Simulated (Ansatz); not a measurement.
Ansatz results at the PBE0-D4/def2-TZVP geometry: HOMO–LUMO gap (PBE/def2-TZVPP) 4.03 eV; HOMO energy (PBE0/def2-TZVPP) -7.88 eV; LUMO energy (PBE0/def2-TZVPP) -1.37 eV.

Each molecule was computed in one conformer, which needn't be the lowest.

(1) Which molecule gave them?
A. `B[SiH](O)F`
B. `COC1(O)BC1`
C. `CC(F)S`
D. `CCBC(=O)O`

Answers

(1) D. The others give `CC(F)S`: 5.49, -7.39, 0.35; `COC1(O)BC1`: 2.96, -6.90, -1.60; `B[SiH](O)F`: 3.17, -8.28, -2.74.
